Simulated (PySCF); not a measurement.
Working out the ionisation energy of Nb

Nb [Kr] 4d4 5s1 (6D) → Nb⁺ [Kr] 4d4 (5D). Calculation: PySCF 2.14, in ANO-RCC-VTZP; scalar relativity by spin-free X2C-1e. Frozen: [Kr]. Energies in hartree (1 hartree = 27.21139 eV):

```json
{"part": "UHF", "Nb (lower)": "-3817.128182", "Nb⁺ (upper)": "-3816.908206"}
{"part": "CCSD correlation", "Nb (lower)": "-0.060144", "Nb⁺ (upper)": "-0.041468"}
{"part": "(T)", "Nb (lower)": "-0.001510", "Nb⁺ (upper)": "-0.000588"}
```

**Question.** What does Hartree-Fock give?

**Answer.** (-3816.908206) − (-3817.128182) = 0.219976 hartree = 5.986 eV.

**Question.** What do CCSD and CCSD(T) give?

**Answer.** The CCSD correlation energies differ by 0.018676 hartree = 0.508 eV and the triples by 0.000922 hartree = 0.025 eV, so CCSD gives 6.494 eV and CCSD(T) 6.519 eV.

Measured between the centres of the two terms (NIST): 6.776 eV, so CCSD(T) (valence) is off by -0.257 eV.

What remains against the reference includes basis incompleteness, the frozen core and higher excitations.
